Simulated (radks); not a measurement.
The numbers below are computed, except where a source is named.
Dispersion coefficients C6 (hartree bohr^6) between ground-configuration atoms and ions, from the Casimir-Polder integral (3/pi) of alpha_A(iw) alpha_B(iw). Level of theory: scalar-relativistic Kohn-Sham, LB94 model potential, spin-polarised, spherical densities, finite nucleus; open shells are filled with parallel spins first (spin-orbit coupling, left out, can overturn this in heavy ions); Fermi nuclear charge, rms radius of each element as measured or else 0.836 A^(1/3) + 0.57 fm (a radial shooting solver on a logarithmic mesh with Libxc functionals). Response by self-consistent Sternheimer equations with the Hartree and adiabatic LDA kernel, the relativistic mass of each level held fixed and spin-orbit coupling left out. For heavy and open-shell atoms this level of theory can miss by tens of per cent.

C6     Cl3+     Pm     Br    Ni+     Tm     Lu    W2+
Cl3+  11.68
Pm    118.7   2106
Br    42.45  496.3  161.1
Ni+   16.02  169.5  58.39  22.30
Tm    95.68   1610  395.6  136.1   1239
Lu    91.67   1472  375.2  129.7   1138   1050
W2+   29.40  315.6  107.7  40.83  253.0  241.0  74.83

Static polarisabilities (bohr^3): Cl3+ ([Ne] 3s2 3p2) 4.319, Pm ([Xe] 4f5 6s2) 143.3, Br ([Ar] 3d10 4s2 4p5) 20.37, Ni+ ([Ar] 3d9) 6.576, Tm ([Xe] 4f13 6s2) 100.5, Lu ([Xe] 4f14 5d1 6s2) 87.91, W2+ ([Xe] 4f14 5d4) 12.42. The combination rule 2 Ca Cb / ((alpha_b/alpha_a) Ca + (alpha_a/alpha_b) Cb) gives 29.32 for W2+-Cl3+, against 29.40 from the integral.
